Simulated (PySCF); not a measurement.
BeCl2, SMILES [Cl][Be][Cl]. Atoms are numbered in the order given.

```xyz
3

Be     0.0000     0.0000     0.0000
Cl     0.0000     0.0000    -1.8041
Cl     0.0000     0.0000     1.8041
```
Charge 0, spin multiplicity 1.

The structure is a stationary point at B3LYP-D3(BJ)/def2-TZVP. The isomer is the one that the SMILES or the coordinates give; other isomers of the formula were not compared.

All values below come from TDDFT-PBE0/def2-TZVPD in PySCF.

Vertical excitations; the highest root listed may be one member of a degenerate set.  State labels are in the subgroup D2h.

```
state  symmetry  energy (eV)  λ (nm)      f                                     main pairs
-----  --------  -----------  ------  -----  ---------------------------------------------
S1          B2g         7.64     162  0.000                   HOMO−1→LUMO (degenerate set)
S2          B3g         7.64     162  0.000                     HOMO→LUMO (degenerate set)
S3           Au         7.71     161  0.000           HOMO−1→LUMO+1 49 %, HOMO→LUMO+2 49 %
S4           Au         7.76     160  0.000    HOMO→LUMO+2, HOMO−1→LUMO+1 (degenerate set)
S5          B1u         7.76     160  0.000    HOMO−1→LUMO+2, HOMO→LUMO+1 (degenerate set)
S6          B1g         8.22     151  0.000         HOMO−3→LUMO+2 49 %, HOMO−2→LUMO+1 49 %
S7           Ag         8.24     151  0.000  HOMO−3→LUMO+1, HOMO−2→LUMO+2 (degenerate set)
S8          B1g         8.24     151  0.000  HOMO−2→LUMO+1, HOMO−3→LUMO+2 (degenerate set)
S9          B3u         8.26     150  0.145                   HOMO−2→LUMO (degenerate set)
S10         B2u         8.26     150  0.145                   HOMO−3→LUMO (degenerate set)
T1          B1u         7.23     171      0           HOMO−1→LUMO+2 48 %, HOMO→LUMO+1 48 %
T2          B2g         7.42     167      0                   HOMO−1→LUMO (degenerate set)
T3          B3g         7.42     167      0                     HOMO→LUMO (degenerate set)
T4          B1u         7.44     167      0           HOMO→LUMO+1 49 %, HOMO−1→LUMO+2 49 %
```
Triplets are in the Tamm–Dancoff approximation, which puts them higher than full response would, so one can lie above its singlet here.
